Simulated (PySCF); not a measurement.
C2H4FNOSi. Atoms are numbered in the order given.

```xyz
10

O      2.8829    -1.1996    -0.4389
C      1.9491    -0.5575    -0.1437
N      0.9975     0.1004     0.1720
Si    -0.4176     1.0312     0.4810
C     -1.9454    -0.0841     0.3447
F     -2.0718    -0.5481    -0.9588
H     -0.3451     1.5842     1.8615
H     -0.5038     2.1268    -0.5185
H     -1.8677    -0.9474     1.0308
H     -2.8586     0.4759     0.6219
```
Charge 0, spin multiplicity 1.

Geometry: B3LYP-D3(BJ)/def2-SVP. The structure was generated by enumeration, and PubChem lists no compound with its InChIKey, so it may never have been made. One conformer was computed; it need not be the lowest.

Level of theory: B3LYP-D3(BJ)/def2-SVP (PySCF).

Frequencies are harmonic and unscaled.

```tsv
mode	ν (cm⁻¹)	IR (km/mol)	Raman (Å⁴/amu)	depolarisation	moving atoms (share of kinetic energy)
1	36	0.7	2.0	0.74	F 39 %, O 33 %, N 13 %
2	66	1.9	1.9	0.75	N 46 %, O 21 %, H 15 %, C 13 %
3	114	2.7	0.7	0.75	N 44 %, F 19 %, H 15 %, C 11 %
4	187	0.7	0.4	0.42	F 27 %, H 25 %, N 23 %, C 17 %
5	293	14.0	1.0	0.71	H 30 %, Si 22 %, F 18 %, C 17 %, N 11 %
6	561	45.5	9.9	0.28	H 44 %, Si 32 %, C 11 %, F 8 %
7	583	64.4	4.0	0.25	Si 32 %, H 21 %, C 21 %, O 20 %
8	614	28.9	0.7	0.69	C 72 %, O 15 %, N 12 %
9	616	36.7	0.4	0.70	C 70 %, O 15 %, N 13 %
10	684	15.8	8.8	0.68	H 43 %, C 32 %, Si 20 %
11	735	31.9	8.3	0.71	H 84 %
12	804	23.7	12.7	0.53	H 64 %, C 25 %, Si 10 %
13	918	298.5	16.1	0.63	H 80 %, Si 13 %
14	956	158.9	19.3	0.73	H 93 %
15	1066	63.9	5.8	0.67	C 51 %, F 41 %
16	1240	8.9	9.0	0.75	H 91 %
17	1313	1.8	3.2	0.06	H 74 %, C 25 %
18	1451	5.5	13.4	0.73	H 93 %
19	1529	30.6	39.2	0.24	N 56 %, O 40 %
20	2234	140.5	164.0	0.17	H 97 %
21	2254	121.3	140.1	0.24	H 96 %
22	2456	1492.4	2.1	0.41	C 69 %, N 19 %, O 11 %
23	3012	20.3	150.3	0.11	H 95 %
24	3069	19.2	99.1	0.75	H 90 %, C 10 %
```
